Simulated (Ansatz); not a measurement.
C4H5 (SMILES C1[C@-]2C[C@H]12), charge -1, singlet, at a GFN2-xTB geometry (a gas-phase anion, which may not be bound at this level). Base run: CCSD/6-31G (Ansatz, a first-principles code).

The Ansatz input:
Ansatz 0.2 input:
```yaml
crystal:
  periodic: [false, false, false]
  atoms:
    - {symbol: C, position_ang: [0.01838829, 1.09261235, 0.31793151]}
    - {symbol: C, position_ang: [0.04322136, -1.09887314, 0.29296768]}
    - {symbol: C, position_ang: [0.86364242, 0.01454600, -0.41782223]}
    - {symbol: C, position_ang: [-0.64697488, -0.00242694, -0.43053395]}
    - {symbol: H, position_ang: [-0.11541859, 1.12684033, 1.41520083]}
    - {symbol: H, position_ang: [-0.00676947, 2.10157076, -0.11435886]}
    - {symbol: H, position_ang: [-0.08949244, -1.16110732, 1.38913817]}
    - {symbol: H, position_ang: [0.04081885, -2.09803459, -0.16219775]}
    - {symbol: H, position_ang: [-1.49880154, -0.00441880, -1.10304047]}
basis:
  gaussian:
    orbitals: 6-31G
total_charge: -1
magnetization: {spin_polarized: false}
correlation: {method: ccsd}
```

Variants of this job, named by their change:

| change | ΔE vs base (kcal/mol) | MP2 correlation (Eh) | CC correlation without the perturbative part (Eh) | basis functions |
|---|---|---|---|---|
| base | 0.000 | -0.36012 | -0.39564 | 46 |
| method = ccsd_t | … | -0.36012 | -0.39564 | 46 |
| electrons = outside_noble_gas | 0.000 | -0.36012 | -0.39564 | 46 |
| method = bccd | 0.312 | -0.36012 | -0.39514 | 46 |
| reference functional = pbe0 | … | - | … | 46 |
| method = rpa | … | - | - | 46 |
| lower_state_search = off | 0.000 | -0.36012 | -0.39564 | 46 |
| fitting = cc-pVTZ-JKFIT (mean field), cc-pVTZ-RIFIT (correlation) | 0.011 | -0.36011 | -0.39563 | 46 |
| method = mp2 | 22.29 | -0.36012 | - | 46 |
| accuracy = high | -0.008 | -0.36013 | -0.39564 | 46 |

**Question.** Fill in the missing entries.

**Answer.** 
- method = ccsd_t, ΔE vs base (kcal/mol): -8.01
- reference functional = pbe0, ΔE vs base (kcal/mol): 1.48
- reference functional = pbe0, CC correlation without the perturbative part (Eh): -0.40206
- method = rpa, ΔE vs base (kcal/mol): -3.17

A gas-phase anion may not be bound at this level; its values then depend on the basis.
